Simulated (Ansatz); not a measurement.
Molecule: CCrO (charge 0, septet). The spin state was set by rule; other spins were not relaxed. 
Structure (B3LYP-D3(BJ)/def2-TZVP (Ansatz, a first-principles code) minimum search):
```
C
O 1 1.1416
Cr 1 2.2463 2 137.25
```
Charge 0, spin multiplicity 7.

Basis-set convergence of Hartree-Fock and CCSD correlation energies (hartree) with Ansatz. Valence correlation only, unless marked. UHF or UKS for open shells. Spin-orbit coupling is left out. The frozen core is the preceding noble-gas configuration, with the filled d and f shells of earlier blocks. No relativistic terms.

| basis | functions | E(HF) | E(corr, CCSD) |
|---|---|---|---|
| def2-SVP | 59 | -1155.81919 | -0.36893 |
| def2-TZVPP | 126 | -1156.09835 | -0.47138 |
| def2-QZVPP | 207 | -1156.12466 | -0.50183 |

Extrapolating the two largest sets (X = 3 and 4) as X^-3: E(corr) = (64·(-0.50183) - 27·(-0.47138))/37 = -0.5241 Eh, an estimate of the basis-set limit. The largest set recovers 95.8 % of it, the smallest 70.4 %.
